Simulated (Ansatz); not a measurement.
```yaml
crystal:
  periodic: [false, false, false]
  atoms:
    - {symbol: C, position_ang: [-0.673396, -1.460156, -2.110211]}
    - {symbol: C, position_ang: [-0.544289, -0.783004, -1.030639]}
    - {symbol: S, position_ang: [0.474195, -2.100581, 0.442832]}
    - {symbol: Al, position_ang: [0.317190, 0.187926, 0.523733]}
    - {symbol: C, position_ang: [0.430395, 1.808140, 1.656818]}
    - {symbol: H, position_ang: [-1.242872, -0.607847, -2.693606]}
    - {symbol: H, position_ang: [-0.496058, -2.189272, -2.378861]}
    - {symbol: H, position_ang: [0.326316, 2.671551, 1.154805]}
    - {symbol: H, position_ang: [-0.190529, 1.542996, 2.873977]}
    - {symbol: H, position_ang: [1.200519, 1.722433, 2.090676]}
basis:
  gaussian: {orbitals: cc-pVDZ, fitting: {mean_field: def2-universal-jkfit}}
hamiltonian: {xc: {name: B97}}
smearing: {width: 0.1}
```

```sh
$ ansatz run in.yaml --threads 4 --pin off --events-out ev --progress --plain --max-ram 10444MiB
```

**Question.** How does Ansatz answer? (An estimate is asked.)

**Answer.** The calculation gave: The input was rejected before any iteration.
```
Error: YAML parse error: error: line 17 column 1: unknown field `smearing`, expected one of crystal, accuracy, basis, kpoints, hamiltonian, magnetization, projection, total_charge, correlation, batch, efield, external_charges, scf, relax, neb, saddle, md, ramp, phonons, dielectric, real_time, elastic, magnetic_configurations, gw, evaluate, workflow, output, checkpoint, execution
15 |   gaussian: {orbitals: cc-pVDZ, fitting: {mean_field: def2-univer…
16 | hamiltonian: {xc: {name: B97}}
17 | smearing: {width: 0.1}
```
